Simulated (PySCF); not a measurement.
**Radial density of Se³⁺ (selenium, charge +3)**

UHF, [Ar] 3d10 4s2 4p1, 2P determinant. Calculation: PySCF 2.14, in aug-cc-pVDZ-DK (6s5p3d, 36 functions); the spin-free X2C one-electron Hamiltonian (Gaussian nucleus).

```tsv
r (bohr)	4πr²ρ (e/bohr)	4πr²(ρα − ρβ)
0.000984	0.5489	0.0000
0.00166	1.314	0.0000
0.00278	3.097	0.0000
0.00468	7.021	0.0000
0.00788	14.72	0.0001
0.0133	26.96	0.0005
0.0223	39.38	0.0023
0.0375	40.81	0.0102
0.0631	34.04	0.0319
0.106	44.66	0.0488
0.178	44.06	0.0041
0.300	26.09	0.0474
0.505	32.87	0.0975
0.849	12.87	0.0404
1.43	3.184	0.6104
2.40	0.8691	0.3633
4.04	0.02659	0.0179
6.80	1.812e-05	0.0000
```

Densities and radii are taken from the X2C orbitals without a picture-change correction, which distorts them close to the nucleus.
